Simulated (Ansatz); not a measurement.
CH$_{9}$AlOSi$_{2}$ (`C[SiH2][AlH][O][SiH3]`), charge 0, multiplicity 1.

**Question.** Give a relaxed structure at PBE0-D4/def2-TZVP (Ansatz 0.2.0). (Estimate.)

**Answer.** Ansatz gave: 
Cartesian coordinates in Å:
```
C -1.390 1.536 0.379
Si -0.812 0.418 1.779
Al 0.735 -1.334 1.036
O 1.204 -1.317 -0.589
Si 1.358 -0.887 -2.147
H -1.915 0.960 -0.385
H -2.067 2.308 0.751
H -0.540 2.028 -0.100
H -1.996 -0.208 2.443
H -0.149 1.243 2.836
H 1.350 -2.493 1.927
H 0.690 -1.889 -3.020
H 0.735 0.444 -2.393
H 2.796 -0.809 -2.516
```
This is one stationary point; other conformers may exist.
